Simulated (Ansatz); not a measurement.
```yaml
atoms:
  - { symbol: B, position_ang: [0.0000, 0.0000, 0.0000] }
  - { symbol: F, position_ang: [1.2055, 0.0000, 0.0000] }
  - { symbol: F, position_ang: [-0.6028, 1.0440, 0.0000] }
  - { symbol: F, position_ang: [-0.6028, -1.0440, 0.0000] }
```

Basis set: 6-31G* (spherical functions). Correlated methods keep 4 orbitals frozen. Charge 0, multiplicity 1.

Computed with Ansatz (development build ahead of 0.2.0); each method stands on the lowest determinant of its kind that the runs found. Restricted open shells among the atoms or ions are ROHF, correlated in semicanonical orbitals with singles.

**Question.** Give the atomization energy at this shape (free ground-state atoms in the same class of orbitals less the molecule, no zero-point energy) of singlet BF3 by RHF-MP2, RHF.

**Answer.**

```json
{"method": "RHF-MP2", "atomization energy": "439.45 kcal/mol"}
{"method": "RHF", "atomization energy": "346.57 kcal/mol"}
```

Caution: no unrestricted run beside it, a lower state can exist; the shape is not the minimum.
